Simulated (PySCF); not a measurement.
PySCF was given this input:
```python
from pyscf import gto, scf, dft

mol = gto.Mole()
mol.atom = '''
    Si   -0.07034007   -0.46692107    0.40875854
    C    -0.61302602   -1.95038314   -0.74377707
    O    -1.00321190    0.79676918    0.12855976
    C    -2.28898493    1.30687439    0.36180109
    C    -3.12653104    0.46283763    1.29526504
    O     1.45794344   -0.20060105    0.04953381
    C     2.35617708    0.69367005   -0.53632477
    C     3.44830266   -0.03606383   -1.28996880
    H    -0.01774519   -0.97938541    1.77322163
    H    -0.72023187   -1.57524031   -1.75604878
    H    -1.55496523   -2.34817324   -0.38814646
    H     0.15417414   -2.71270128   -0.70155497
    H    -2.15230730    2.31711684    0.76924125
    H    -2.77826170    1.41322442   -0.61508112
    H    -3.29201733   -0.52752380    0.87706454
    H    -4.08968189    0.93967479    1.45101689
    H    -2.63094844    0.35364887    2.25806251
    H     1.81687508    1.39740034   -1.18153583
    H     2.80029083    1.28413498    0.27996857
    H     3.02431077   -0.59883476   -2.11962525
    H     4.16673149    0.67926440   -1.67821299
    H     3.96505903   -0.73666629   -0.63771100
'''
mol.basis = '3-21g'
mol.charge = 1
mol.spin = 1
mol.verbose = 4
mol.build()

mf = dft.UKS(mol)
mf.xc = 'r2scan'
mf = mf.density_fit(auxbasis='def2-universal-jkfit')
mf.kernel()
```

Give the nuclear repulsion energy at the level DF-R2SCAN/3-21G run with PySCF.

490.0285 Eh

What is the computed HOMO energy (DF-R2SCAN/3-21G)?

-11.43 eV

What number of basis functions does DF-R2SCAN/3-21G give?

104

Give the <S^2> at the level DF-R2SCAN/3-21G.

0.754

Predict the total energy from DF-R2SCAN/3-21G.

-634.9635 Eh

Predict the Mulliken (on the basis functions themselves) charges in atom order from DF-R2SCAN/3-21G.

Si1 1.46, C2 -1.04, O3 -0.67, C4 -0.15, C5 -0.72, O6 -0.63, C7 -0.16, C8 -0.67, H9 -0.08, H10 0.30, H11 0.30, H12 0.31, H13 0.29, H14 0.29, H15 0.25, H16 0.29, H17 0.26, H18 0.27, H19 0.30, H20 0.26, H21 0.27, H22 0.27

These values belong to the state on which the SCF converged, which isn't shown to be the lowest.
